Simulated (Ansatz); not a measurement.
```json
{"atom": "C", "x (Å)": "1.3900", "y (Å)": "0.0000", "z (Å)": "0.0000"}
{"atom": "C", "x (Å)": "0.6950", "y (Å)": "1.2038", "z (Å)": "0.0000"}
{"atom": "C", "x (Å)": "-0.6950", "y (Å)": "1.2038", "z (Å)": "0.0000"}
{"atom": "C", "x (Å)": "-1.3900", "y (Å)": "0.0000", "z (Å)": "0.0000"}
{"atom": "C", "x (Å)": "-0.6950", "y (Å)": "-1.2038", "z (Å)": "0.0000"}
{"atom": "C", "x (Å)": "0.6950", "y (Å)": "-1.2038", "z (Å)": "0.0000"}
{"atom": "H", "x (Å)": "-1.2375", "y (Å)": "2.1434", "z (Å)": "0.0000"}
{"atom": "H", "x (Å)": "-2.4750", "y (Å)": "0.0000", "z (Å)": "0.0000"}
{"atom": "H", "x (Å)": "-1.2375", "y (Å)": "-2.1434", "z (Å)": "0.0000"}
{"atom": "H", "x (Å)": "1.2375", "y (Å)": "-2.1434", "z (Å)": "0.0000"}
```

Basis set: def2-TZVP (spherical functions). Charge 0, multiplicity 1.

Computed with Ansatz (development build ahead of 0.2.0); each method stands on the lowest determinant of its kind that the runs found. Restricted functionals stand beside restricted open-shell atoms, which can lie above the unrestricted atoms usual in DFT and then raise those values.

The atomization energy at this shape (free ground-state atoms in the same class of orbitals less the molecule, no zero-point energy) of singlet C₆H₄:

```json
{"method": "PBE0 (unrestricted)", "atomization energy": "50.32 eV"}
{"method": "PBE0 (restricted)", "atomization energy": "50.30 eV"}
{"method": "UHF", "atomization energy": "36.71 eV"}
{"method": "RHF", "atomization energy": "35.24 eV"}
```

Task: What does ωB97X (restricted) give?

Result: 49.34 eV. Caution for PBE0 (unrestricted): the unrestricted determinant is spin contaminated. Caution for PBE0 (restricted), RHF: an unrestricted determinant lies well below. Caution for UHF: the unrestricted determinant is a mixture of spin states.

The shape needn't be a minimum at these levels.
